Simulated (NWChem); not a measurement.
System: PbHOCl, singlet; SMILES [OH][Pb][Cl]

The following NWChem deck was run.

```
start job
memory heap 200 mb stack 900 mb global 1100 mb
geometry units angstroms noautosym nocenter noautoz
  Pb     0.185115     0.365937     0.000000
  Cl    -0.194591    -2.088713     0.000000
  O     -1.857567     0.867010     0.000000
  H     -2.009582     1.820919     0.000000
end
basis spherical
  * library def2-svpd
end
ecp
  Pb library def2-ecp
end
dft
  xc b3lyp
  iterations 150
end
property
  response 1 0.0
end
task dft property
```

Low-valent species are run as closed-shell singlets; no triplet was tried in these runs. Coordinates come from a PBE0/def2-SVP optimisation. No frequency run checked for a minimum. B3LYP is NWChem's, with the RPA form of VWN correlation. def2 effective core potentials on Pb; no spin-orbit coupling.

Static field.

What results follow from this input? (B3LYP/def2-SVPD with def2 effective core potentials on Pb.) Quantities: isotropic polarisability (bohr³); anisotropy (bohr³).


```json
{
  "isotropic polarisability (bohr³)": "63.0",
  "anisotropy (bohr³)": "30.7"
}
```
